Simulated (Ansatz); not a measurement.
C2HF2Si (`C#C[Si](F)F`) radical. The species carries charge 0 and has multiplicity 2.

```xyz
6

C    -1.626   -0.414   -0.451
C    -0.486   -0.105   -0.202
Si    1.236    0.436   -0.088
F     2.146   -0.784    0.364
F     1.366    1.559    1.027
H    -2.636   -0.693   -0.650
```

**Question.** What are the harmonic wavenumbers in cm⁻¹ at PBE0-D4/def2-TZVP (Ansatz, finite differences of forces, unscaled)? (Estimate.)

**Answer.** Ansatz gave: 126, 171, 288, 340, 412, 643, 734, 755, 882, 947, 2150, 3460.

**Question.** Is this a minimum?

**Answer.** Yes, all 12 modes are real.

**Question.** Give the ideal-gas thermochemistry at 298.15 K and 1 bar (rigid rotor, harmonic oscillator; point group Cs, symmetry number 1).

**Answer.** Zero-point energy 65.2 kJ/mol; H(298) − E = 82.6 kJ/mol; entropy 323.7 J/(mol·K), of which translation 165.1, rotation 110.0, vibration 42.7, electronic 5.8; G(298) − E = -13.9 kJ/mol.
